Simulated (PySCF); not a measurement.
A calculated (PBE0, PySCF 2.14, aug-cc-pVQZ-DK, scalar relativity by spin-free X2C-1e) atom or ion has these occupied shells.

| shell | electrons | orbital energy (eV) | rms radius, mean of both spins (bohr) |
| --- | --- | --- | --- |
| 1s α | 1 | -869.31 | 0.183 |
| 1s β | 1 | -868.17 | 0.183 |
| 2s α | 1 | -61.324 | 0.948 |
| 2s β | 1 | -58.077 | 0.948 |
| 2p α | 3 | -36.359 | 1.00 |
| 2p β | 2 | -34.212 | 1.00 |

Problem. Name the element and its charge.

Solution. Ne⁺ (neon, charge +1), in [He] 2s2 2p5, 2P determinant.
